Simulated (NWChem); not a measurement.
System: SeIF; SMILES F[Se]I

This build's default masses of Se (78.918 u) and Br (79.917 u) are each other's, which moves their modes by up to 0.6 %. def2 effective core potentials on I; no spin-orbit coupling.

Give the equilibrium geometry at PBE-D3(BJ)/def2-SVP with def2 effective core potentials on I (NWChem) as a list of bonds and angles, with the point group.

point group Cs; any orientation.
Bonds (Å): Se1–F2 1.789, Se1–I3 2.532. Angles (°): F2–Se1–I3 101.6.
